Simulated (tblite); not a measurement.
Species: C3H9FSi3 (charge +1 and doublet state).
SMILES with atom numbers: `[F:1][CH2:2][C+:3]=[C:4][SiH:5]([SiH3:6])[SiH3:7]` (hydrogens: H8, H9 on C2; H10 on Si5; H11, H12, H13 on Si6; H14, H15, H16 on Si7)

The geometry is computed with GFN2-xTB (gas phase). This method treats the open shell by occupation alone, without spin polarisation.

(1) List the bond lengths and angles at this level.

## Answers

(1) 
```
                    bond  length (Å)   order
                   F1–C2       1.371  single
                   C2–C3       1.445  single
                   C3=C4       1.211  double
                  C4–Si5       1.834  single
        Si5–Si6, Si5–Si7       2.448  single
            C2–H8, C2–H9       1.098  single
                 Si5–H10       1.467  single
Si6–H11 and 5 like bonds       1.458  single
```

Bonds in one row agree within 0.01 Å and their mean is given. Orders are formal, as drawn. A selection of angles:
```
      angle  degrees
   F1–C2–C3    110.0
   F1–C2–H8    107.6
   C3–C2–H8    110.8
   H8–C2–H9    110.0
   C2–C3–C4    176.0
  C3–C4–Si5    178.1
 C4–Si5–Si6    109.7
 C4–Si5–H10    104.2
Si6–Si5–Si7    101.2
Si6–Si5–H10    115.9
Si5–Si6–H11    104.5
Si5–Si6–H13    105.2
H11–Si6–H12    113.7
```

Si5 (silicon bonded to C, 2 Si and H) is distorted tetrahedral (angles from 101.2° to 116.1°). Si6 (silicon bonded to Si and 3 H) is distorted tetrahedral (angles from 104.1° to 114.3°). The C–C distances run from 1.211 Å (C3=C4, drawn double in a drawing that doesn't fit all lengths) to 1.445 Å (C2–C3, drawn single in a drawing that doesn't fit all lengths), a spread of 0.234 Å.

Point group: Cs (tolerance 0.08 Å). Its GFN2-xTB frequencies are all real (lowest 17 cm⁻¹). 3 starts were optimised and ended at 0.00, 0.06 and 1.13 kcal/mol (GFN2-xTB); the lowest of these is shown.

On Intel Xeon at 2.50 GHz, one thread (shared host), this took 1.9 s of wall time. That covers the optimisation of the geometry.
